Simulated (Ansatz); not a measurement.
[GeH3]− (SMILES [H][Ge-]([H])[H]): the energy, rung by rung

The species is [GeH3]− (4 atoms), meant as a singlet with charge -1. As SMILES, `[H][Ge-]([H])[H]`. The shape comes from GFN2-xTB, which is rough for such elements, and wasn't checked as a minimum.

```xyz
4

Ge   -0.0075    0.0058    0.7680
H     1.4220   -0.0315   -0.2444
H    -0.6775    1.2495   -0.2717
H    -0.7370   -1.2238   -0.2519
```

Quantity: the energy change with the Ge1–H4 bond stretched from 1.756 to 2.195 Å, in eV. The values are calculated.

| level | kind | program | value (eV) | less FCI/STO-3G |
| --- | --- | --- | --- | --- |
| SVWN5/STO-3G (restricted) | LDA | Ansatz | 1.64 | +0.13 |
| BLYP/STO-3G (restricted) | GGA | Ansatz | 1.49 | -0.02 |
| PBE/STO-3G (restricted) | GGA | Ansatz | 1.54 | +0.03 |
| r2SCAN/STO-3G (restricted) | meta-GGA | Ansatz | 1.62 | +0.11 |
| B3LYP/STO-3G (restricted) | global hybrid | Ansatz | 1.61 | +0.10 |
| wB97X/STO-3G (restricted) | range-separated hybrid | Ansatz | 1.80 | +0.29 |
| BCCD(T)/STO-3G (restricted) | coupled cluster or CI | Ansatz | 1.51 | 0.00 |
| CCSDT/STO-3G (restricted) | coupled cluster or CI | Ansatz | 1.51 | 0.00 |
| FCI/STO-3G | exact in the basis | Ansatz | 1.51 | 0.00 |

FCI/STO-3G is exact within its basis and frozen core, so for wave-function methods in that basis the difference is their error; functionals converge differently with the basis, so for them it is only a difference. All-electron rows without a relativistic Hamiltonian named are non-relativistic. Sets without diffuse functions describe the anion poorly. The first shape isn't each level's own minimum. The values span 1.49 to 1.80 eV. All rows use very small basis sets, so even the best lies far from the true value. In the correlated wave-function rows the outer d shell of Ge is correlated, in sets not made for it.
